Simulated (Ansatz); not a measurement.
Zn₂O₂⁺, that is (ZnO)2 ring with one electron fewer: single points at one geometry.

```yaml
crystal:
  periodic: [false, false, false]
  atoms:
    - {symbol: Zn, position_ang: [0.731616, 0.637044, 0.612785]}
    - {symbol: O, position_ang: [0.181595, 0.908091, -1.160920]}
    - {symbol: Zn, position_ang: [-0.731625, -0.637042, -0.612784]}
    - {symbol: O, position_ang: [-0.181587, -0.908092, 1.160919]}
basis:
  gaussian: {orbitals: def2-TZVP, initial_orbitals: start.molden}
total_charge: 1
magnetization: {spin_polarized: true, initial_magnetization: 1}
hamiltonian: {xc: pbe, dispersion: d4}
scf: {omitted_lower_state_checks: [starts]}
output: {orbitals: {seedname: orbitals}}
```

The file start.molden holds the orbitals of an earlier run on this structure, at another level or in another basis.

```sh
$ ansatz run in.yaml --threads 4 --pin off --events-out ev --progress --plain --max-ram 3916MiB
```

Output, abridged:

```
Functional definition: PBE
1222 factors; their error is unknown
mean field evaluation 1: about -100906.1099 eV, gradient 9.2e0 eV
mean field evaluation 2: about -100906.3942 eV, gradient 3.6e-1 eV
mean field evaluation 4: about -100906.3822 eV, gradient 5.8e-2 eV
mean field evaluation 8: about -100906.2883 eV, gradient 5.6e0 eV
mean field evaluation 16: about -100906.4180 eV, gradient 2.4e-4 eV
mean field -100906.41797673 eV, -3708.2424638180 hartree, gradient 3.9e-6 eV, S^2 0.762246; 0 other end points of the search recorded, 0 dependent functions left out
reference -100906.41802927 eV, -3708.2424657491 hartree; 38, 37 occupied and 120, 121 virtual orbitals, 1222 factors
Total energy: -100906.50096090 eV, -3708.2455134303 hartree
Checks for a lower state left out: starts
```

It took 9.5 s on 4 threads of Arm Neoverse V1 on a shared host.

First input, but with `hamiltonian: {xc: r2scan, dispersion: d4}` (abridged; 24 s):

```
Functional definition: r2SCAN
mean field evaluation 16: about -100922.3119 eV, gradient 2.5e-6 eV
mean field -100922.31191056 eV, -3708.8265551131 hartree, gradient 2.5e-6 eV, S^2 0.782783
Total energy: -100922.32862489 eV, -3708.8271693535 hartree
Checks for a lower state left out: starts
```

As the first input, with `hamiltonian: {xc: pbe0, dispersion: d4}` (abridged; 12 s):

```
Functional definition: PBE0
mean field -100906.86571455 eV, -3708.2589178795 hartree, gradient 6.3e-6 eV, S^2 0.798690
Total energy: -100906.93464026 eV, -3708.2614508527 hartree
Checks for a lower state left out: starts
```

Geometry: r2SCAN-D4/def2-SVP, that of the neutral singlet.
